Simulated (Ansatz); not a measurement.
Cost and result for the atomization energy of `OC[Te][SiH2]F` (10 atoms, 9 bonds).

```xyz
10

O    -0.135    0.840    2.267
C    -0.296   -0.300    1.500
Te    1.447   -0.776    0.248
Si    0.343   -0.077   -1.837
F    -0.502   -1.249   -2.529
H    -0.041    1.601    1.686
H    -1.151   -0.259    0.820
H    -0.404   -1.145    2.175
H     1.365    0.364   -2.814
H    -0.626    1.002   -1.516
```

Charge 0, multiplicity 1. Correlated methods include outer-core shells of Te, which these sets cover unevenly. Te: def2 effective core potential. The structure was optimised at the PBE0-D4/def2-TZVP level. It is one conformer, not always the lowest. Program: Ansatz. All runs use 4 threads of an Arm Neoverse V2 on a shared host. Times are those of one run each, without the atoms' runs, and a repeat can differ threefold. Electronic energies, without spin–orbit coupling; frozen cores. CCSD(T)/CBS adds CCSD(T) − MP2 in def2-TZVPP to the MP2 limit, and its time is that of the two runs behind it. T1 = 0.012. With those shells the extrapolation isn't a true limit. HSE06 is the plane-wave form, built on full-range PBE exchange.

CCSD(T)/CBS is a level of theory with its own doubt, some kJ/mol a heavy atom from the limit and from the frozen cores, so smaller differences don't rank the functionals.

| level | functions | wall time |
| --- | --- | --- |
| LDA (SPW92)/def2-TZVPP | 255 | 1.1 s |
| revPBE-D4/def2-TZVPP | 255 | 1.9 s |
| BLYP-D4/def2-TZVPP | 255 | 2 s |
| PBE-D4/def2-TZVPP (with forces) | 255 | 2.3 s |
| HSE06-D4/def2-TZVPP | 255 | 3.2 s |
| BHLYP-D4/def2-TZVPP | 255 | 3.2 s |
| r2SCAN-D4/def2-TZVPP (with forces) | 255 | 4.7 s |
| ωB97X-V/def2-TZVPP | 255 | 8 s |
| CCSD(T)/def2-SVP | 111 | 9 s |
| B97M-V/def2-TZVPP | 255 | 10 s |
| MP2/def2-QZVPP | 473 | 20 s |
| CCSD(T)/def2-TZVPP | 255 | 5 min |
| CCSD(T)/CBS(def2) | – | 5.3 min |

Q: What atomization energy does each give, and how far from CCSD(T)/CBS? (Best estimate.)

A: The calculation gave: 
```tsv
level	atomization (kcal/mol)	difference from CCSD(T)/CBS	per bond
LDA (SPW92)/def2-TZVPP	944.4	121.9	13.5
revPBE-D4/def2-TZVPP	808.7	-13.8	-1.5
BLYP-D4/def2-TZVPP	815.6	-6.9	-0.8
PBE-D4/def2-TZVPP (with forces)	831.2	8.7	1.0
HSE06-D4/def2-TZVPP	812.1	-10.4	-1.2
BHLYP-D4/def2-TZVPP	784.8	-37.7	-4.2
r2SCAN-D4/def2-TZVPP (with forces)	816.9	-5.6	-0.6
ωB97X-V/def2-TZVPP	817.9	-4.6	-0.5
CCSD(T)/def2-SVP	751.5	-71.0	-7.9
B97M-V/def2-TZVPP	814.3	-8.2	-0.9
MP2/def2-QZVPP	827.9	5.4	0.6
CCSD(T)/def2-TZVPP	793.9	-28.6	-3.2
CCSD(T)/CBS(def2)	822.5	0.0	0.0
```

The D4 term adds +9.3 kcal/mol with B3LYP and +4.9 kcal/mol with PBE0; it sums over pairs of atoms, weighted by their polarisabilities, and B3LYP, whose exchange is more repulsive, gets the larger term. From PBE to PBE0 (25 % exact exchange), in def2-TZVPP and without D4, the atomization energy moves by −18.8 kcal/mol: exact exchange takes away binding that semilocal exchange gives to molecules. Leaving LDA and LC-ωPBE aside and taking each functional with its dispersion term where it has one, the values spread over 46.4 kcal/mol, from BHLYP-D4 to PBE-D4. LDA lies +118.9 kcal/mol from PBE without D4, its usual overbinding.

B3LYP here is the variant with VWN-RPA as its local correlation; programs differ in this.

Spin–orbit coupling would lower the free Te atoms strongly, and the atomization energy with them, by more than many differences here.
